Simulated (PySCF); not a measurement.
A calculated (UHF, PySCF 2.14, jorge-DZP-DKH, scalar relativity by spin-free X2C-1e) atom or ion has these occupied shells.

| shell | electrons | orbital energy (eV) | rms radius, mean of both spins (bohr) |
| --- | --- | --- | --- |
| 1s α | 1 | -1345.5 | 0.151 |
| 1s β | 1 | -1345.3 | 0.151 |
| 2s α | 1 | -111.79 | 0.754 |
| 2s β | 1 | -111.32 | 0.754 |
| 2p α | 3 | -70.942 | 0.771 |
| 2p β | 3 | -70.783 | 0.771 |
| 3s α | 1 | -14.732 | 3.05 |

**Question.** Name the element and its charge.

**Answer.** Mg⁺ (magnesium, charge +1), in [Ne] 3s1, 2S determinant.
